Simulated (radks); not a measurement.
Question: Xe3+, configuration [Kr] 4d9 5s2 5p3 6s1 (not the ground configuration). Calculated with a radial shooting solver on a logarithmic mesh with Libxc functionals: scalar-relativistic Kohn-Sham, PBE, spin-unpolarised, spherical densities, finite nucleus; Fermi nuclear charge, rms radius 4.7859 fm. Some entries of the table are withheld. Estimate them.

orbital  occ.  eigenvalue (eV)  <r> (bohr)
1s          2        -34421.06     0.02666
2s          2        -5400.056      0.1146
2p          6              (1)      0.1003
3s          2        -1144.087      0.3063
3p          6        -966.6857      0.3043
3d         10        -703.7176      0.2807
4s          2        -244.9552      0.7125
4p          6              (2)         (3)
4d          9        -105.4664         (4)
5s          2         -56.8363       1.680
5p          3              (5)       1.908
6s          1         -20.6896       3.606

Answer: 
(1) 2p eigenvalue (eV): -4850.839
(2) 4p eigenvalue (eV): -188.3492
(3) 4p <r> (bohr): 0.7580
(4) 4d <r> (bohr): 0.8556
(5) 5p eigenvalue (eV): -42.4585
